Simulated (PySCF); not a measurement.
C12H12Si.
SMILES with atom numbers: `[cH:1]1[cH:2][cH:3][c:4]([SiH2:5][c:6]2[cH:7][cH:8][cH:9][cH:10][cH:11]2)[cH:12][cH:13]1`

Definitions: NICS(0) = −σiso at the ring centroid; NICS(1) = −σiso and NICS(1)zz = −σzz at ±1 Å along the ring normal z. Level: GIAO KT2/pcSseg-1 (PySCF, non-relativistic, gas phase) on the PBE0-D3(BJ)/def2-SVP geometry, one conformer.

Ring bond lengths (Å): C1–C2 1.395, C2–C3 1.393, C3–C4 1.404, C4–C12 1.403, C12–C13 1.395, C13–C1 1.394; C6–C7 1.403, C7–C8 1.394, C8–C9 1.394, C9–C10 1.395, C10–C11 1.394, C11–C6 1.404.

Problem. Give the NICS values of each ring in ppm.

Solution. 
```csv
ring,type,NICS(0),"NICS(1), two faces","NICS(1)zz, two faces",rms pucker (Å),"centre to ring atoms, mean (Å)"
C1–C2–C3–C4–C12–C13,6-membered carbocycle; formal bonds all aromatic,-7.5,-10.6 / -10.6,-27.3 / -27.3,0.00,1.40
C6–C7–C8–C9–C10–C11,6-membered carbocycle; formal bonds all aromatic,-7.6,-10.8 / -10.6,-27.3 / -27.1,0.00,1.40
```

Problem. What can be read from them?

Solution. 
- C1–C2–C3–C4–C12–C13: mean NICS(1)zz -27.3 ppm, shielded, aromatic by this magnetic criterion (flat ring, no four-coordinate atom).
- C6–C7–C8–C9–C10–C11: mean NICS(1)zz -27.2 ppm, shielded, aromatic by this magnetic criterion (flat ring, no four-coordinate atom).

Problem. What does the geometric index give? HOMA = 1 − mean of α(R − Ropt)² over the ring bonds, with Krygowski's 1993 parameters (CC: Ropt 1.388 Å, α 257.7 Å⁻²).

Solution. 
- C1–C2–C3–C4–C12–C13: HOMA 0.97 = 1 − EN − GEO, with mean bond length 1.397 Å, EN = α(Ropt − mean)² = 0.022 and GEO = α × variance = 0.005. The geometric and the magnetic index point the same way.
- C6–C7–C8–C9–C10–C11: HOMA 0.97 = 1 − EN − GEO, with mean bond length 1.397 Å, EN = α(Ropt − mean)² = 0.022 and GEO = α × variance = 0.005. The geometric and the magnetic index point the same way.

Problem. How shielded are the nuclei of the rings and their hydrogens (means over atoms taken as equivalent)?

Solution. 
```tsv
atoms	environment	σ isotropic (ppm)	principal values of the symmetric part, first atom (ppm)
C1 (×2)	aromatic CH carbon	58.4	-43.4, 46.1, 172.1
C2 (×4)	aromatic CH carbon	60.1	-43.5, 52.1, 171.2
C3 (×4)	aromatic CH carbon	51.7	-55.8, 41.6, 170.0
C4 (×2)	substituted aromatic carbon	56.4	-31.0, 16.6, 184.0
H on C1 (×2)	aromatic hydrogen	23.99	20.8, 25.0, 26.1
H on C2 (×4)	aromatic hydrogen	24.01	20.7, 24.4, 27.0
H on C3 (×4)	aromatic hydrogen	23.76	20.2, 21.8, 29.6
```

Problem. How do the values depend on the level or the medium?

Solution. 
```tsv
level	NICS(0), C1–C2–C3–C4–C12–C13	mean NICS(1)zz, C1–C2–C3–C4–C12–C13	NICS(0), C6–C7–C8–C9–C10–C11	mean NICS(1)zz, C6–C7–C8–C9–C10–C11
KT2/pcSseg-1, gas	-7.5	-27.3	-7.6	-27.2
PBE0/pcSseg-1, gas	-7.7	-28.6	-7.8	-28.5
```

The geometry is the same throughout.

The values belong to the conformer `[cH:1]1[cH:2][cH:3][c:4]([SiH2:5][c:6]2[cH:7][cH:8][cH:9][cH:10][cH:11]2)[cH:12][cH:13]1`: C3–C4–Si5–C6 -48°, C4–Si5–C6–C7 147°.
